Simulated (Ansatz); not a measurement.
Relaxation of C2H11NOSi2 (17 atoms, charge 0, multiplicity 1), to a largest force component of 0.015 eV/Å in at most 40 steps.

The calculation used RKS r2SCAN-D4/STO-3G (Ansatz).

```xyz
17
Properties=species:S:1:pos:R:3
C 0.488 -2.324 -0.216
O 0.243 -1.181 -1.104
Si 0.788 0.314 -0.665
N 1.453 0.970 -2.123
Si -0.823 1.578 0.371
C -1.423 0.694 1.884
H 1.532 -2.484 -0.077
H 0.024 -3.145 -0.695
H -0.047 -2.096 0.780
H 2.007 0.135 0.240
H 0.607 0.924 -2.772
H 2.105 0.337 -2.474
H -0.337 2.941 0.778
H -1.990 1.828 -0.526
H -0.611 0.479 2.597
H -1.855 -0.254 1.637
H -2.180 1.284 2.408
```

Q: Where does it end, and by what steps?

A: The run converged. Limits of this set-up: minimal basis. After 12 steps the energy has fallen by 0.858 eV; H7 moved furthest, 0.65 Å.

| step | energy less start (eV) | largest force component (eV/Å) | accepted |
| --- | --- | --- | --- |
| 0 | 0.0000 | 4.011 | yes |
| 1 | -0.7370 | 1.683 | yes |
| 2 | -0.8098 | 0.600 | yes |
| 3 | -0.8402 | 0.189 | yes |
| 4 | -0.8477 | 0.111 | yes |
| 5 | -0.8526 | 0.126 | yes |
| 6 | -0.8550 | 0.102 | yes |
| 7 | -0.8570 | 0.071 | yes |
| 8 | -0.8578 | 0.036 | yes |
| 9 | -0.8576 | 0.064 | no |
| 10 | -0.8580 | 0.017 | yes |
| 11 | -0.8580 | 0.013 | no |
| 12 | -0.8580 | 0.003 | yes |

```xyz
17
Properties=species:S:1:pos:R:3
C 0.351 -2.227 -0.095
O 0.440 -1.333 -1.242
Si 0.898 0.261 -0.717
N 1.374 1.163 -2.174
Si -0.732 1.440 0.344
C -1.387 0.594 1.891
H 1.293 -2.291 0.496
H 0.129 -3.242 -0.480
H -0.462 -1.959 0.618
H 2.090 0.132 0.111
H 0.553 1.208 -2.830
H 2.069 0.585 -2.713
H -0.204 2.734 0.725
H -1.844 1.678 -0.552
H -0.578 0.323 2.578
H -1.939 -0.321 1.649
H -2.071 1.256 2.433
```

The run took 35 s on 1 thread of AMD EPYC 9B45 (Zen 5), on a shared host, peak memory 0.2 GiB.
